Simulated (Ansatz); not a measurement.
`O[Si](F)([SiH3])Cl`, 9 atoms. Total charge 0; spin multiplicity 1. All runs use 4 threads of an Intel Xeon Platinum 8488C on a shared host. Correlated methods freeze the cores.

Problem. Give the basis size and wall time and peak host memory of each of these runs in Ansatz. direct RPA on PBE orbitals/def2-TZVPP energy; RHF-CCSD(T)/def2-SVP energy; RKS r2SCANh-D4/def2-TZVPP energy; RKS ωB97M-V/def2-SVP energy; RKS PBE0-D4/def2-QZVPP energy; RHF-MP2/def2-QZVPP energy; RKS PBE0-D4/def2-SVP energy; RKS ωB97M-V/def2-QZVPP energy; RKS B97M-V/def2-TZVPP energy; RKS PBE0-D4/def2-TZVP frequencies; RKS r2SCAN-D4/def2-TZVPP energy and forces; RKS PBE0-D4/def2-TZVP relaxation (12 steps). (Estimate.)

Solution. Ansatz gave: Other jobs shared the machine, so times are rough.

| level | job | functions | wall time | peak host memory (GiB) |
| --- | --- | --- | --- | --- |
| RKS PBE0-D4/def2-SVP | energy | 102 | 0.75 s | 0.5 |
| RHF-CCSD(T)/def2-SVP | energy | 102 | 2.3 s | 0.5 |
| RKS r2SCAN-D4/def2-TZVPP | energy and forces | 244 | 2.7 s | 0.38 |
| RKS ωB97M-V/def2-SVP | energy | 102 | 2.7 s | 0.5 |
| direct RPA on PBE orbitals/def2-TZVPP | energy | 244 | 2.9 s | 0.54 |
| RKS r2SCANh-D4/def2-TZVPP | energy | 244 | 3.2 s | 0.71 |
| RKS B97M-V/def2-TZVPP | energy | 244 | 4.3 s | 0.44 |
| RKS PBE0-D4/def2-QZVPP | energy | 444 | 6 s | 1.8 |
| RKS ωB97M-V/def2-QZVPP | energy | 444 | 11 s | 2.1 |
| RHF-MP2/def2-QZVPP | energy | 444 | 12 s | 2.3 |
| RKS PBE0-D4/def2-TZVP | relaxation (12 steps) | 197 | 28 s | 0.58 |
| RKS PBE0-D4/def2-TZVP | frequencies | 197 | 81 s | 0.58 |
